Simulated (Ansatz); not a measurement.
Computed with Ansatz on PBE0-D4/def2-TZVP structures; ΔE is electronic, products minus reactants. CCSD(T)/CBS adds triple-zeta CCSD(T) − MP2 to the extrapolated MP2 energy (def2 sets, frozen cores). This one scheme is used for every species. DFT in def2-TZVPP. B3LYP here is the variant with VWN-RPA as its local correlation; programs differ in this. Each species was taken in one conformer, which may not be the lowest.

Consider the formal exchange of groups at the Si–N bond: `CBN[SiH2]C` + `NC=O` → `C[SiH2]C(N)=O` + `CBN`.

(1) Is it downhill or uphill in electronic energy at CCSD(T)/CBS, and by how much? (Estimate.)

(2) What do these levels give: PBE0-D4, B3LYP-D4, BHLYP-D4, CAM-B3LYP-D4, BLYP, B3LYP, r2SCAN0, RPA@PBE/def2-TZVPP, CCSD/def2-SVP, HF/def2-TZVPP, CCSD/def2-TZVPP, MP2/CBS(def2)? (Best estimate.)

(3) What do rigid-rotor, harmonic-oscillator terms from PBE0-D4/def2-TZVP frequencies (298.15 K, 1 bar) make of the CCSD(T)/CBS value? (Best estimate.)

Largest T1 diagnostic among the species: 0.016.

Answers

(1) Computed: Uphill: ΔE = +13.4 kcal/mol.

(2) Ansatz gave: PBE0-D4 12.1, B3LYP-D4 12.8, BHLYP-D4 14.6, CAM-B3LYP-D4 13.2, BLYP 10.4, B3LYP 11.8, r2SCAN0 13.1, RPA@PBE/def2-TZVPP 13.4, CCSD/def2-SVP 13.2, HF/def2-TZVPP 15.9, CCSD/def2-TZVPP 14.1, MP2/CBS(def2) 14.2 kcal/mol.

(3) Ansatz gave: ΔZPE = 0.0 kcal/mol, ΔH = +13.4 kcal/mol, ΔS = 4 J/(mol·K), ΔG = +13.1 kcal/mol. Modes under 50 cm⁻¹ make the entropy rough.

Leaving LDA and LC-ωPBE aside and taking each functional with its dispersion term where it has one, the values, not all of them listed here, spread over 4.2 kcal/mol, from PBE-D4 to BHLYP-D4. From BLYP to BHLYP (50 % exact exchange), in def2-TZVPP and without D4, ΔE moves by +3.4 kcal/mol.
